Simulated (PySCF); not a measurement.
Te(NH2)(SeH) (H₃NSeTe), SMILES N[Te][SeH]. Coordinates come from a B3LYP-D3(BJ)/def2-SVP optimisation. The def2 effective core potentials stand for the cores of Te; spin–orbit coupling is left out. Other conformers were not sampled.

Computed equilibrium geometry at B3LYP-D3(BJ)/def2-SVP (PySCF confirms it by a frequency run) as Cartesian coordinates in Å (one conformer of several):
```xyz
6

Te     0.9135    -0.0163    -0.0014
N      0.7885    -1.9032     0.7913
H      1.2057    -1.9658     1.7184
H      1.1790    -2.6130     0.1739
Se    -1.5778     0.5199    -0.2491
H     -1.7629     1.0741     1.1103
```
Charge 0, spin multiplicity 1.
